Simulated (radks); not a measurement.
Species: Dy III. Configuration: [Xe] 4f10 (the NIST ground configuration).

Method: Dirac Kohn-Sham, exchange-only PBE, spin-unpolarised, spherical densities, finite nucleus; open shells fill j = l - 1/2 first; Fermi nuclear charge, rms radius 5.2218 fm; computed with a radial shooting solver on a logarithmic mesh with Libxc functionals.

Energy parts (Ry):
total: -24325.5990
kinetic: 26686.2243
electron-nucleus: -59927.4715
Hartree: 9436.3635
exchange: -520.7153

Orbitals (lengths in bohr, moments of r in powers of bohr; <r^-3> diverges for s and p1/2):
orbital,occ.,eigenvalue (Ry),<r^2>,<r>,<r^-3>,small-component weight
1s1/2,2,-3939.880,0.0006095,0.02112,-,6.07e-02
2s1/2,2,-656.5245,0.009461,0.08922,-,1.35e-02
2p1/2,2,-624.5038,0.006846,0.07437,-,1.35e-02
2p3/2,4,-565.6843,0.008072,0.08143,11000,1.25e-02
3s1/2,2,-146.8293,0.06277,0.2341,-,4.31e-03
3p1/2,2,-132.8482,0.05827,0.2238,-,4.25e-03
3p3/2,4,-120.6340,0.06522,0.2372,2367,3.96e-03
3d3/2,4,-96.58338,0.05171,0.2096,400.4,3.84e-03
3d5/2,6,-93.91577,0.05364,0.2138,353.0,3.75e-03
4s1/2,2,-29.77403,0.3173,0.5300,-,1.38e-03
4p1/2,2,-24.25837,0.3327,0.5405,-,1.30e-03
4p3/2,4,-21.52858,0.3713,0.5711,529.5,1.19e-03
4d3/2,4,-12.44381,0.4236,0.6038,76.24,1.01e-03
4d5/2,6,-11.94972,0.4389,0.6147,66.14,9.85e-04
4f5/2,6,-1.19379,1.021,0.8642,9.198,5.69e-04
4f7/2,4,-1.12938,1.076,0.8836,8.787,5.55e-04
5s1/2,2,-4.53240,1.910,1.302,-,2.80e-04
5p1/2,2,-3.05021,2.459,1.470,-,2.19e-04
5p3/2,4,-2.70472,2.826,1.575,65.64,1.91e-04
5d3/2,0,-0.95779,7.562,2.533,3.530,7.10e-05
5d5/2,0,-0.93570,7.909,2.592,2.987,6.74e-05
6s1/2,0,-1.05082,13.19,3.438,-,4.27e-05

The highest occupied level is 4f7/2 at -15.366 eV. The electron density at the nucleus is 7.402e+05 e/bohr^3. For comparison, the ionisation energy in NIST's Atomic Spectra Database is 22.89 eV (semi-empirical). In exact Kohn-Sham theory the highest level is minus the ionisation energy, but local and semilocal functionals leave it too shallow, through self-interaction and a potential that decays too fast; potentials with the right tail come closer.

Beside tabulated values, note that spin-unpolarised runs miss the spin-polarisation part of the exchange energy of open shells.
